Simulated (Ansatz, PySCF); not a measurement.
System: germane, GeH₄ (charge 0, singlet). 
Geometry from a B3LYP-D3(BJ)/def2-TZVP (Ansatz, an electronic-structure program) optimisation:
SMILES: [GeH4]
```xyz
5

Ge     0.0000     0.0000     0.0000
H     -0.6208    -0.8994    -1.0791
H      0.5682    -0.8726     1.1290
H     -1.0772     0.9355     0.5687
H      1.1298     0.8365    -0.6186
```

Total electronic energies in hartree. Correlated levels leave the core frozen unless marked. No spin-orbit coupling. Frozen are the shells of the preceding noble gas and the d and f shells that filled before the atom's block. No relativistic terms. FCI takes restricted orbitals. Basis-set limits of correlation are two-point, X^-3; Hartree-Fock from the larger set. The bracket is a focal-point correction in the basis named.

```tsv
level	program	energy (Eh)
HF/6-31G*	Ansatz	-2077.38040
HF/def2-SVPD	Ansatz	-2077.41487
HF-D4/def2-TZVPD	PySCF + dftd4	-2077.68522
RI-HF/def2-TZVPPD	Ansatz	-2077.67947
BP86-D4/def2-TZVPD	PySCF + dftd4	-2079.66036
PBE0/STO-3G	Ansatz	-2055.22643
PW6B95-D3(BJ)/def2-TZVPD	PySCF + dftd3	-2080.38799
PW6B95/def2-TZVPD	PySCF	-2080.38713
CAM-B3LYP-D4/def2-TZVPD	Ansatz + dftd4	-2079.50762
B2PLYP-D3(BJ)/def2-TZVPD	Ansatz + dftd3	-2078.96473
B2PLYP-D4/def2-TZVPD	Ansatz + dftd4	-2078.96433
RPA@PBE/cc-pVTZ	Ansatz	-2077.99109
RI-MP2/cc-pVQZ	Ansatz	-2077.86954
SCS-MP2/6-31G*	Ansatz	-2077.47184
SCS-MP2/def2-SVPD	Ansatz	-2077.54510
CCSD/def2-TZVPP	Ansatz	-2077.84624
CCSD/CBS(cc-pVTZ,cc-pVQZ)	Ansatz	-2077.9012
CCSD(T)/aug-cc-pVTZ	Ansatz	-2077.89138
FCI/STO-3G	Ansatz	-2054.13807
RI-MP2/CBS(def2-TZVPP,def2-QZVPP)+[CCSD(T)-MP2]/def2-TZVPP	Ansatz	-2077.9077
RI-MP2/CBS(cc-pVTZ,cc-pVQZ)+[CCSD(T)-MP2]/cc-pVQZ	Ansatz	-2077.9067
CCSD(T)/CBS(def2-TZVPP,def2-QZVPP)	Ansatz	-2077.9050
CCSD(T)/CBS(def2-TZVPPD,def2-QZVPPD)	Ansatz	-2077.9049
```

Totals of different functionals don't rank their quality; only differences between species are comparable.
